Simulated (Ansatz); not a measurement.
trans-NiH2(NH3)2 (NiN2H8), relaxed as a triplet with UKS B3LYP-D4/def2-SVP in Ansatz, starting from the B3LYP-D4/def2-SVP geometry of the neutral singlet. Force threshold 0.02 eV/Å.

The name describes the singlet; other states may take another shape. At B3LYP-D4/def2-SVP a singlet of charge 0 lies 0.51 eV below the triplet, each at its own geometry.

Start:

```
atom   x (Å)   y (Å)   z (Å)
 Ni1   0.001   0.000  -0.003
  H2  -0.392   1.512   0.039
  N3  -1.699  -0.369  -0.817
  H4  -1.841  -1.348  -1.062
  H5  -1.810   0.196  -1.662
  H6  -2.450  -0.083  -0.184
  H7   0.392  -1.513  -0.039
  N8   1.701   0.369   0.813
  H9   2.454   0.017   0.218
 H10   1.775  -0.141   1.696
 H11   1.869   1.358   0.998
```

Task: Estimate the energy that the relaxation releases and the steps that it takes.

Result: 76.0 kJ/mol, in 17 steps; 72 s on 2 threads of Intel Xeon 6975P-C on a shared host. The force fell under the threshold at step 9, but the optimiser went on and released 0.005 eV more. No frequencies were taken in this run, so the end may be a saddle point.

Task: Does the start keep its bonding and symmetry?

Result: By distances, no bond broke or formed. The bond that changes most is Ni1–N3, from 1.92 to 2.12 Å (atoms count from 1). Point group C2 at the start, C2v at the end, both within 0.05 Å; within 0.015 Å the end is C2.

Task: Predict the relaxed structure.

Result: 
Cartesian coordinates in Å:
```
Ni -0.094 -0.030 0.211
H -0.696 1.306 0.892
N -1.725 -0.345 -1.112
H -1.684 -1.170 -1.715
H -2.043 0.449 -1.672
H -2.451 -0.525 -0.414
H -0.049 -1.546 0.770
N 1.937 0.414 0.639
H 2.646 -0.254 0.326
H 1.894 0.344 1.658
H 2.264 1.358 0.420
```
Bond lengths: 2 × N–Ni 2.12 Å; 6 × H–N 1.02 Å; 2 × H–Ni 1.62 Å.
